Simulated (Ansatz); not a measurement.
`C[SiH](F)I` + H₂ → `F[SiH2]I` + CH₄ at 600 K and 1 bar (hydrogenolysis of the Si–C bond).

Isolated molecules relaxed with PBE0-D4/def2-TZVP in Ansatz; ΔE leaves out vibrations. CBS: MP2 limit from def2 TZ/QZ plus the TZ coupled-cluster correction, frozen cores. This one scheme is used for every species. Elements past krypton have def2 core potentials. For I outer-core shells are correlated without core-valence functions, which leaves a few kJ/mol of doubt a bond.

```csv
species,CCSD(T)/CBS energy (Eh),H − E (kJ/mol),S (J/(mol·K))
`C[SiH](F)I`,-726.89319,180.6,412.5
H₂,-1.17544,43.9,150.8
`F[SiH2]I`,-687.61044,90.2,351.4
CH₄,-40.46206,140.4,215.7
```

H − E and S are ideal-gas, rigid-rotor, harmonic terms from PBE0-D4/def2-TZVP, for one conformer and one mirror image of each species. For small species the MP2-based limit differs from directly extrapolated CCSD(T) by up to some mEh (0.8 for H₂); such offsets cancel only in part. 1 Eh = 2625.50 kJ/mol, R = 8.31446 J/(mol·K).

**Question.** By hand: ΔE, ΔH, ΔS and ΔG.

**Answer.** ΔE = (-687.61044) + (-40.46206) − (-726.89319) − (-1.17544) = -0.00387 Eh = -10.2 kJ/mol. Δ(H − E) = 90.2 + 140.4 − 180.6 − 43.9 = 6.1, so ΔH = -4.1 kJ/mol. ΔS = 351.4 + 215.7 − 412.5 − 150.8 = 3.8 J/(mol·K). ΔG = -4.1 − 600 × (3.8)/1000 = -6.4 kJ/mol.

**Question.** By hand: the equilibrium constant, and the temperature at which ΔG would vanish if ΔH and ΔS stayed fixed.

**Answer.** log₁₀ K = −ΔG/(RT ln 10) = 0.6. ΔH and −TΔS have one sign here, so there is no such temperature. One of them is within its doubt of zero, so this could turn.

TΔS isn't small against ΔH here. A doubt of 5 kJ/mol in ΔE shifts log₁₀ K by 0.4 here. Other conformers and mirror images would add mixing entropy, several J/(mol·K) or more a flexible species. These are equilibria of isolated gas molecules and say nothing of rates. Largest T1 diagnostic: 0.009 (customary marks: 0.02 for closed shells, 0.045 for open ones).
